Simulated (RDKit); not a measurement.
Input for RDKit: MMFF94 on C2H6ClF (a complex), monomers drawn apart or pushed together.

```python
from rdkit import Chem
from rdkit.Chem import AllChem, rdDetermineBonds

blocks = [
'''5

C    -0.57559827   -0.12754551   -0.26769567
F     0.33471154   -1.13373242    0.06467299
H    -1.44611109   -0.59052219   -0.73301743
H    -0.86134994    0.39414884    0.64465849
H    -0.09280936    0.55699677   -0.96554066
''',
'''5

C     0.70410570   -0.85172457    3.75210219
Cl   -0.45010427    0.52542055    3.86464791
H     0.77890487   -1.14319119    2.70989589
H     1.66363854   -0.51592056    4.13305736
H     0.31503615   -1.66453490    4.35753800
''',
]
mol = None
for b in blocks:
    f = Chem.MolFromXYZBlock(b)
    rdDetermineBonds.DetermineBonds(f, charge=0)
    mol = f if mol is None else Chem.CombineMols(mol, f)
Chem.SanitizeMol(mol)
print(Chem.MolToSmiles(Chem.RemoveHs(mol)))
ff = AllChem.MMFFGetMoleculeForceField(mol, AllChem.MMFFGetMoleculeProperties(mol), nonBondedThresh=100.0, ignoreInterfragInteractions=False)
e = ff.CalcEnergy()
print(f'MMFF94 energy {e:.6f} kcal/mol')
```

Output:

```
CCl.CF
MMFF94 energy -0.595131 kcal/mol
```

The run finished.

Cost: very roughly 0.010 core-seconds.
